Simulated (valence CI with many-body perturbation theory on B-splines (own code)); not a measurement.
E1 line list for Pm¹²⁺

Method: valence CI with perturbative core correlation (CI+MBPT): three valence electrons over a frozen Dirac-Fock core [Kr] 4d10, radial functions for each j: 8 s, 8 p, 9 d, 9 f, 6 g, 3 h, 2 i, with the one-electron correlation potential Σ1 (screened to all orders), the two-electron term Σ2, the three-electron term Σ3, Breit, model QED; selected single and double excitations, second order for the rest (own B-spline code, finite nucleus).

No measured levels were compared; by estimate terms of the open shell hold to a few per cent of their energy, and close levels can change places; configurations with another count of f electrons can be misplaced by thousands of cm⁻¹. Core correlation moves these levels by up to 52000 cm⁻¹, and in measured spectra 5 to 20 % of such shifts remained as error; rates that hang on mixing are uncertain with them.

Lines 1 to 50 of 167 in falling wavelength, among levels below 226300 cm⁻¹, chosen from the strongest by gf and those to the six lowest levels. Wavelengths and rates use the calculated energies, so an error of 2000 cm⁻¹ moves a line at 1126 nm by 23 % and its rate by three times that or more. Electric multipoles are in the length gauge, E1 and E2 with the static RPA response of the core. Weak lines are less certain than strong ones. Lines between different terms over intervals too small for the method are left out, as are lines whose strength nearly cancels. Where a level lies close to another of its J and parity, the split of strength between their lines is uncertain. The highest levels of a list are the least certain.

Names give the largest LS component (configuration and term), which can be under half, so a name can repeat, a term be missing and a line seem to break the LS rules; names also repeat where a configuration has a term twice. Letters in brackets count levels of one name in rising energy.

```csv
λ vac (nm),Upper,Lower,A (s⁻¹),S (a.u.) with core polarisation,S without
1126,5s2.5p 2P°_1/2,4f2.5s 2D_3/2,1.65e+03,2.33e-03,3.05e-03
843.8,4f.5s.5p 2F_5/2,5s2.5p 2P°_3/2,2.38e+03,4.24e-03,5.47e-03
343.6,4f3 4G°_7/2,4f.5s.5p 2G_7/2,5.48e+03,8.77e-04,1.15e-03
320.0,4f3 2H°_9/2,4f.5s.5p 2F_7/2 [a],5.26e+03,8.51e-04,1.11e-03
314.5,4f3 2H°_11/2,4f.5s.5p 4F_9/2,5.17e+03,9.53e-04,1.24e-03
257.9,4f3 4G°_5/2,4f.5s.5p 4F_5/2,1.40e+04,7.13e-04,9.40e-04
243.2,4f3 4G°_7/2,4f.5s.5p 4F_5/2,7.25e+03,4.12e-04,5.42e-04
239.6,4f3 4G°_5/2,4f.5s.5p 4F_3/2,1.83e+04,7.46e-04,9.85e-04
239.5,4f3 4G°_11/2,4f.5s.5p 4F_9/2,1.09e+04,8.87e-04,1.17e-03
225.0,5s2.5p 2P°_3/2,4f2.5s 2P_3/2,3.75e+04,8.44e-04,1.11e-03
223.4,4f.5s.5p 4D_5/2,5s2.5p 2P°_3/2,1.23e+05,4.08e-03,5.22e-03
211.9,4f3 4G°_9/2 [a],4f.5s.5p 4F_7/2 [a],8.14e+03,3.83e-04,5.03e-04
206.8,4f3 2D°_5/2,4f.5s.5p 2F_7/2 [a],1.57e+04,4.12e-04,5.41e-04
204.4,4f3 2G°_7/2,4f.5s.5p 4G_5/2,1.12e+04,3.76e-04,4.92e-04
203.1,4f3 4G°_9/2 [b],4f.5s.5p 4F_7/2 [a],1.45e+04,6.00e-04,7.88e-04
200.0,4f3 4G°_5/2,4f.5s.5p 4G_5/2,2.90e+04,6.88e-04,9.03e-04
191.1,4f3 4G°_7/2,4f.5s.5p 4G_5/2,1.33e+04,3.66e-04,4.80e-04
189.6,4f.5s.5p 4F_3/2,5s2.5p 2P°_1/2,2.73e+05,3.67e-03,4.64e-03
184.4,5s2.5p 2P°_3/2,4f2.5s 4P_5/2,5.59e+04,6.92e-04,8.98e-04
177.0,4f.5s.5p 2D_5/2,5s2.5p 2P°_3/2,5.41e+05,8.88e-03,1.14e-02
164.3,4f3 2P°_1/2,4f2.5s 2S_1/2,1.89e+05,8.29e-04,1.04e-03
162.5,5s2.5p 2P°_3/2,4f2.5s 2D_5/2,3.58e+05,3.03e-03,3.96e-03
153.4,4f3 2P°_3/2,4f2.5s 2S_1/2,4.97e+04,3.54e-04,4.35e-04
143.5,4f2.5s 4H_7/2,4f.5s2 2F°_7/2,1.99e+01,2.33e-07,3.38e-07
139.7,4f2.5s 4H_9/2,4f.5s2 2F°_7/2,1.34e+03,1.81e-05,2.22e-05
133.7,4f2.5s 4H_7/2,4f.5s2 2F°_5/2,8.88e+02,8.38e-06,9.83e-06
126.4,4f2.5s 4F_5/2,4f.5s2 2F°_7/2,2.85e+03,1.70e-05,2.19e-05
124.2,4f3 4S°_3/2,4f2.5s 2P_3/2,6.38e+04,2.42e-04,3.07e-04
123.8,4f2.5s 4F_7/2,4f.5s2 2F°_7/2,1.10e+03,8.25e-06,1.02e-05
122.8,4f2.5s 4F_9/2,4f.5s2 2F°_7/2,4.13e+04,3.78e-04,4.73e-04
120.5,4f2.5s 4F_3/2,4f.5s2 2F°_5/2,1.32e+04,4.55e-05,5.89e-05
120.4,4f2.5s 2H_9/2,4f.5s2 2F°_7/2,1.21e+03,1.04e-05,1.39e-05
118.7,4f2.5s 4F_5/2,4f.5s2 2F°_5/2,4.75e+03,2.35e-05,2.96e-05
116.4,4f2.5s 4F_7/2,4f.5s2 2F°_5/2,4.88e+03,3.04e-05,3.80e-05
115.1,4f2.5s 2G_7/2,4f.5s2 2F°_7/2,1.85e+04,1.12e-04,1.44e-04
112.3,4f2.5s 2G_9/2,4f.5s2 2F°_7/2,1.08e+05,7.57e-04,9.28e-04
110.9,4f2.5s 2F_5/2,4f.5s2 2F°_7/2,4.12e+03,1.66e-05,2.18e-05
110.8,4f3 4S°_3/2,4f2.5s 4P_5/2,8.25e+05,2.21e-03,2.79e-03
109.1,4f3 2D°_3/2,4f2.5s 2P_3/2,1.06e+05,2.71e-04,3.29e-04
108.7,4f2.5s 2G_7/2,4f.5s2 2F°_5/2,6.36e+04,3.22e-04,3.78e-04
108.1,4f3 4S°_3/2,4f2.5s 4P_3/2,5.59e+05,1.39e-03,1.74e-03
106.9,4f3 2D°_3/2,4f2.5s 2P_1/2,5.78e+05,1.39e-03,1.74e-03
106.6,4f3 4S°_3/2,4f2.5s 4P_1/2,1.64e+05,3.93e-04,4.78e-04
105.6,4f2.5s 2F_7/2,4f.5s2 2F°_7/2,8.34e+04,3.88e-04,4.57e-04
104.9,4f3 2D°_5/2,4f2.5s 2P_3/2,8.87e+05,3.03e-03,3.83e-03
104.9,4f2.5s 2F_5/2,4f.5s2 2F°_5/2,1.12e+05,3.83e-04,4.58e-04
103.5,4f3 2P°_1/2,4f2.5s 2P_1/2,7.18e+05,7.85e-04,9.65e-04
102.5,4f3 4S°_3/2,4f2.5s 2D_5/2,5.69e+05,1.21e-03,1.53e-03
101.9,4f3 2K°_13/2,4f2.5s 2I_11/2,4.09e+05,2.99e-03,3.77e-03
101.8,4f3 2K°_13/2,4f2.5s 2I_13/2,1.16e+05,8.46e-04,1.09e-03
```
